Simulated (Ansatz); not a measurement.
```xyz
12

C     0.881   -1.382   -0.453
Ge    0.548    0.455    0.114
O     0.870    1.403   -1.380
B    -1.410    0.817    0.749
O    -2.297   -0.170    0.992
H     0.172   -1.676   -1.229
H     0.799   -2.075    0.387
H     1.889   -1.458   -0.862
H     1.596    0.866    1.182
H     0.739    2.345   -1.255
H    -1.829    1.932    0.905
H    -1.957   -1.058    0.851
```

Charge 0, multiplicity 1.

Task: List the r2SCAN/def2-TZVPP orbital energies in eV (Ansatz). (An estimate is asked.)

Result: The calculation gave: Occupied: -10833.93, -1349.00, -1199.06, -1199.05, -1199.04, -516.95, -515.24, -272.91, -181.26, -167.23, -116.97, -116.91, -116.87, -30.39, -30.22, -30.18, -30.15, -30.14, -27.66, -25.26, -18.22, -15.11, -13.74, -11.78, -10.81, -10.42, -10.20, -9.93, -9.71, -8.44, -8.19, -7.28, -6.22. Lowest empty: -1.83, -0.20, 0.83, 1.55, 1.93, 2.22, 2.66, 2.83.
